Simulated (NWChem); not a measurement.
System: C3H9B cation, doublet; SMILES of the neutral closed-shell parent CB(C)C

Excerpt of the output:

```
             Northwest Computational Chemistry Package (NWChem) 7.3.0
             --------------------------------------------------------

 C1  symmetry detected

                             Geometry "geometry" -> ""
                             -------------------------

 Output coordinates in angstroms (scale by  1.889725989 to convert to a.u.)

  No.       Tag          Charge          X              Y              Z
 ---- ---------------- ---------- -------------- -------------- --------------
    1 B                    5.0000    -0.00117485     0.13460960    -0.01403087
    2 C                    6.0000    -0.00340262     1.65381653    -0.00522725
    3 H                    1.0000     0.87314185     2.08994124    -0.51131781
    4 H                    1.0000     0.04675359     1.98314622     1.05222740
    5 H                    1.0000    -0.91955213     2.09263148    -0.43157454
    6 C                    6.0000     1.25643884    -0.88741471     0.00034047
    7 H                    1.0000     1.70323027    -0.59572907    -0.97133101
    8 H                    1.0000     1.16035466    -1.97381082     0.08298373
    9 H                    1.0000     1.78017593    -0.45984940     0.87990641
   10 C                    6.0000    -1.25387706    -0.89334616     0.00040354
   11 H                    1.0000    -1.15304323    -1.98048745     0.06594907
   12 H                    1.0000    -1.71164185    -0.58729401    -0.96193531
   13 H                    1.0000    -1.76849976    -0.47993017     0.89214592

 Effective nuclear repulsion energy (a.u.)     112.6891548663

                                Z-matrix (autoz)
                                --------

 Units are Angstrom for bonds and degrees for angles

      Type          Name      I     J     K     L     M      Value
      ----------- --------  ----- ----- ----- ----- ----- ----------
    1 Stretch                  1     2                       1.51923
    2 Stretch                  1     6                       1.62060
    3 Stretch                  1    10                       1.62054
    4 Stretch                  2     3                       1.10212
    5 Stretch                  2     4                       1.10869
    6 Stretch                  2     5                       1.10166
    7 Stretch                  6     7                       1.10853
    8 Stretch                  6     8                       1.09376
    9 Stretch                  6     9                       1.10939
   10 Stretch                 10    11                       1.09377
   11 Stretch                 10    12                       1.10874
   12 Stretch                 10    13                       1.10948
   13 Bend                     1     2     3               113.07159
   14 Bend                     1     2     4               107.60785
   15 Bend                     1     2     5               113.40890
   16 Bend                     1     6     7                97.99338
   17 Bend                     1     6     8               123.97962
   18 Bend                     1     6     9                97.48867
   19 Bend                     1    10    11               124.03863
   20 Bend                     1    10    12                97.83523
   21 Bend                     1    10    13                97.43204
   22 Bend                     2     1     6               129.17731
   23 Bend                     2     1    10               129.28150
   24 Bend                     3     2     4               106.52621
   25 Bend                     3     2     5               109.03020
   26 Bend                     4     2     5               106.76355
   27 Bend                     6     1    10               101.52277
   28 Bend                     7     6     8               111.28402
   29 Bend                     7     6     9               113.78238
   30 Bend                     8     6     9               111.36918
   31 Bend                    11    10    12               111.37290
   32 Bend                    11    10    13               111.40490
   33 Bend                    12    10    13               113.78173
   34 Torsion                  2     1     6     7         -63.26883
   35 Torsion                  2     1     6     8         174.27323
   36 Torsion                  2     1     6     9          52.14685
   37 Torsion                  2     1    10    11        -175.35191
   38 Torsion                  2     1    10    12          62.17604
   39 Torsion                  2     1    10    13         -53.19337
   40 Torsion                  3     2     1     6          31.03177
   41 Torsion                  3     2     1    10        -150.82525
   42 Torsion                  4     2     1     6         -86.32727
   43 Torsion                  4     2     1    10          91.81572
   44 Torsion                  5     2     1     6         155.82417
   45 Torsion                  5     2     1    10         -26.03284
   46 Torsion                  6     1    10    11           3.17903
   47 Torsion                  6     1    10    12        -119.29302
   48 Torsion                  6     1    10    13         125.33757
   49 Torsion                  7     6     1    10         118.19805
   50 Torsion                  8     6     1    10          -4.25989
   51 Torsion                  9     6     1    10        -126.38627

[...]

      ----------------------
      Optimization converged
      ----------------------

  Step       Energy      Delta E   Gmax     Grms     Xrms     Xmax
  ---- ---------------- -------- -------- -------- -------- --------
@   17    -143.47084601 -1.2D-07  0.00004  0.00001  0.00064  0.00150
                                     ok       ok       ok       ok

                                Z-matrix (autoz)
                                --------

 Units are Angstrom for bonds and degrees for angles

[...]
```

Level: B3LYP/3-21G, spin-unrestricted. The spin multiplicity was typed, not searched, and may not be the lowest. No stability test was run on the SCF state.

Reconstruct the input file.

This is not unique; one that fits is the input that was run:
```
start job
memory heap 200 mb stack 900 mb global 1100 mb
charge 1
geometry units angstroms
  B     -0.001480     0.127097    -0.021396
  C     -0.001183     1.646224    -0.039430
  H      0.871316     2.071788    -0.561257
  H      0.059337     1.994090     1.011527
  H     -0.920552     2.079063    -0.464955
  C      1.254568    -0.896741    -0.000621
  H      1.692770    -0.623055    -0.981398
  H      1.157510    -1.981336     0.102102
  H      1.787151    -0.454636     0.866355
  C     -1.255645    -0.898222     0.022823
  H     -1.155954    -1.984213     0.106639
  H     -1.721849    -0.608404    -0.940490
  H     -1.761285    -0.468209     0.911851
end
basis spherical
  * library 3-21g
end
dft
  odft
  mult 2
  xc b3lyp
  iterations 150
end
driver
  maxiter 120
end
task dft optimize
```
